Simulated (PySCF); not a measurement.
Two species compared at the same levels of theory.

First species: C₈H₇O (charge +1).
SMILES: `c1[o+]c(CC#C)ccc1`

Second species: C3H3F6P.
Bonds: C1–P2, P2–C3, C3–F4, C3–F5, C3–F6, P2–C7, C7–F8, C7–F9, C7–F10. Hydrogens: H11, H12, H13 on C1.

Levels: CAM-B3LYP/def2-SVPD for HOMO energy, LUMO energy, HOMO–LUMO gap, static isotropic polarisability and electronic spatial extent ⟨r²⟩ about the centre of nuclear charge; TDDFT CAM-B3LYP/def2-SVPD for lowest singlet excitation; TDA CAM-B3LYP/def2-SVPD for lowest triplet excitation (Tamm–Dancoff); GFN2-xTB for rotational constant A and rotational constant C. Geometries: GFN2-xTB. All species are isolated and taken at one optimised geometry, non-relativistic unless stated. Electronic properties by PySCF.

The conformers computed, where there is a choice (atom-mapped SMILES and torsion angles):
- `[CH:1]#[C:2][CH2:3][c:4]1[cH:5][cH:6][cH:7][cH:8][o+:9]1`: C2–C3–C4–C5 -7°
- `[CH3:1][P:2]([C:3]([F:4])([F:5])[F:6])[C:7]([F:8])([F:9])[F:10]`: C1–P2–C3–F4 42°, C1–P2–C7–F8 -42°

Which has the higher rotational constant C?

The first: 0.880 GHz against 0.796 GHz, a difference of 0.084 GHz.

Which of the two has the higher HOMO–LUMO gap, and by how much?

The second: 10.55 eV against 6.60 eV, a difference of 3.95 eV.

Which has the higher rotational constant A?

The first: 4.442 GHz against 1.749 GHz, a difference of 2.693 GHz.

Which of the two has the higher LUMO energy, and by how much?

The second: 0.63 eV against -6.56 eV, a difference of 7.19 eV.

Which of the two has the higher S1 energy, and by how much?

The second: 6.97 eV against 4.22 eV, a difference of 2.75 eV.

Which of the two has the higher T1 energy, and by how much?

The second: 5.41 eV against 3.37 eV, a difference of 2.04 eV.

Which has the higher HOMO energy?

The second: -9.92 eV against -13.16 eV, a difference of 3.24 eV.

Which of the two has the higher ⟨r²⟩, and by how much?

The second: 1442 bohr² against 1232 bohr², a difference of 210 bohr².

On the first: No computed singlet falls in the visible range (750 to 380 nm, 1.65 to 3.26 eV); S1 lies 0.96 eV above its blue end. S1 lies 2.38 eV below the HOMO–LUMO gap; its leading configuration is HOMO→LUMO, weight 0.97.

On the second: The vertical singlet–triplet gap S1 − T1 is 1.56 eV (TDDFT singlet less Tamm–Dancoff triplet). The 8 singlets span 6.97 to 9.28 eV, and their oscillator strengths add up to 0.42.
